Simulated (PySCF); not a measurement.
**Correlation energy of Fe (iron, neutral)**

[Ar] 3d6 4s1 4p1, one real determinant (an excited configuration). All numbers are calculated (PySCF 2.14, scalar relativity by spin-free X2C-1e, in x2c-TZVPPall with one added diffuse shell each of s, p, d, f type (7s6p5d3f1g, 80 functions)). Frozen: [Ne]; 16 electrons correlated.

```csv
level,correlation energy (mhartree)
CCSD,-478.07
(T),-11.06
CCSD(T),-489.13
```

Diagnostics: T1 = 0.013, D1 = 0.0451, largest double amplitude 0.028.

The real determinant used has ⟨L²⟩ near 8 against 12 for a pure F term, so it mixes terms.

Cost of the coupled-cluster step: roughly 30 core-seconds, for 16 correlated electrons.

Iterations:

```
CC2 = 0
CCSD nocc = (np.int64(11), np.int64(5)), nmo = (75, 75)
frozen orbitals [[0, 1, 2, 3, 4], [0, 1, 2, 3, 4]]
max_cycle = 100
direct = 0
conv_tol = 1e-08
conv_tol_normt = 1e-06
diis_space = 8
diis_start_cycle = 0
Init t2, MP2 energy = -0.482474102104718
Init E_corr(UCCSD) = -0.482474102105049
cycle = 1  E_corr(UCCSD) = -0.466601570552255  dE = 0.0158725316  norm(t1,t2) = 0.0712073
cycle = 2  E_corr(UCCSD) = -0.477649855839977  dE = -0.0110482853  norm(t1,t2) = 0.024626
cycle = 3  E_corr(UCCSD) = -0.476868960094774  dE = 0.000780895745  norm(t1,t2) = 0.0145626
cycle = 4  E_corr(UCCSD) = -0.477870584904928  dE = -0.00100162481  norm(t1,t2) = 0.00701633
cycle = 5  E_corr(UCCSD) = -0.478043056229294  dE = -0.000172471324  norm(t1,t2) = 0.00334016
cycle = 6  E_corr(UCCSD) = -0.477980553779256  dE = 6.250245e-05  norm(t1,t2) = 0.00255383
cycle = 7  E_corr(UCCSD) = -0.478001387164099  dE = -2.08333848e-05  norm(t1,t2) = 0.00135499
cycle = 8  E_corr(UCCSD) = -0.478084092978824  dE = -8.27058147e-05  norm(t1,t2) = 0.000706549
cycle = 9  E_corr(UCCSD) = -0.478079953657955  dE = 4.13932087e-06  norm(t1,t2) = 0.000280565
cycle = 10  E_corr(UCCSD) = -0.478063382789177  dE = 1.65708688e-05  norm(t1,t2) = 0.00011465
cycle = 11  E_corr(UCCSD) = -0.47806522621342  dE = -1.84342424e-06  norm(t1,t2) = 5.49185e-05
cycle = 12  E_corr(UCCSD) = -0.478068081921986  dE = -2.85570857e-06  norm(t1,t2) = 2.53541e-05
cycle = 13  E_corr(UCCSD) = -0.478066956213591  dE = 1.1257084e-06  norm(t1,t2) = 1.0561e-05
cycle = 14  E_corr(UCCSD) = -0.47806736611101  dE = -4.09897419e-07  norm(t1,t2) = 4.98217e-06
cycle = 15  E_corr(UCCSD) = -0.478067297990691  dE = 6.81203182e-08  norm(t1,t2) = 2.52973e-06
cycle = 16  E_corr(UCCSD) = -0.478067257439397  dE = 4.05512939e-08  norm(t1,t2) = 9.05261e-07
cycle = 17  E_corr(UCCSD) = -0.478067276171199  dE = -1.8731802e-08  norm(t1,t2) = 4.54577e-07
cycle = 18  E_corr(UCCSD) = -0.478067282789074  dE = -6.61787469e-09  norm(t1,t2) = 1.97516e-07
UCCSD converged
E(UCCSD) = -1271.768273920849  E_corr = -0.4780672827890742
UCCSD(T) correction = -0.0110564816384357
```

The reference is one real determinant that mixes LS terms of this configuration.

This basis was not built for core-valence correlation, so the inner-shell part is incomplete.
